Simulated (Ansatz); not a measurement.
Compare A (`[OH][SnH]([F])[CH2]Cl`) with its isomer B (`C[O][SnH]([F])[Cl]`).

Program: Ansatz. Geometries: PBE0-D4/def2-TZVP. ΔE: electronic, gas phase. CCSD(T)/CBS is the MP2 limit (def2-TZVPP, def2-QZVPP) plus CCSD(T) − MP2 in def2-TZVPP, frozen cores. Functionals use def2-TZVPP. def2 core potentials past Kr. For Sn outer-core shells are correlated without core-valence functions, which leaves a few kJ/mol of doubt a bond. One conformer a species, not always the lowest.

A:

Z-matrix (Å, degrees):
```
Sn
F 1 1.923
C 1 2.149 2 102.9
O 1 1.943 2 106.9 3 -115.3
H 1 1.695 2 106.4 3 129.6
Cl 3 1.778 1 109.7 2 -93.8
H 3 1.089 1 109.1 2 24.5
H 3 1.088 1 112.0 2 146.1
H 4 0.962 1 112.0 2 82.6
```

B:

```xyz
9

C    -0.919    1.172   -0.041
O     0.383    0.790   -0.447
Sn    1.075   -0.972   -0.070
F     1.114   -1.140    1.832
Cl   -0.475   -2.540   -0.742
H    -1.106    2.170   -0.444
H    -1.007    1.216    1.049
H    -1.687    0.494   -0.430
H     2.622   -1.189   -0.706
```

Which isomer does CCSD(T)/CBS put lower? Give the gap. (Best estimate.)

The calculation gave: B, by 79.9 kJ/mol.

Give E(B) − E(A) in kJ/mol with r2SCAN-D4, HF/def2-TZVPP, MP2/def2-TZVPP, CCSD(T)/def2-SVP, LDA (SPW92), B2PLYP, CCSD/def2-TZVPP. (An estimate is asked.)

The calculation gave: r2SCAN-D4 -86.5, HF/def2-TZVPP -109.1, MP2/def2-TZVPP -76.5, CCSD(T)/def2-SVP -105.2, LDA (SPW92) -74.4, B2PLYP -85.7, CCSD/def2-TZVPP -82.3. None reverses the order clearly.

Does the order hold for the free energy at 298.15 K (harmonic terms from PBE0-D4)? (Best estimate.)

Computed: Yes: G(B) − G(A) = -75.6 kJ/mol, for one conformer each. Modes under 60 cm⁻¹, often nearly free rotors, make the harmonic entropy too high.

Largest T1 diagnostic: 0.014.

At CCSD(T), def2-SVP lies −25.4 kJ/mol from the extrapolated value and def2-TZVPP +0.4 kJ/mol. In def2-TZVPP, CCSD(T) changes the Hartree–Fock value by +29.6 kJ/mol (the triples alone add +2.9 kJ/mol) and MP2 by +32.6 kJ/mol.
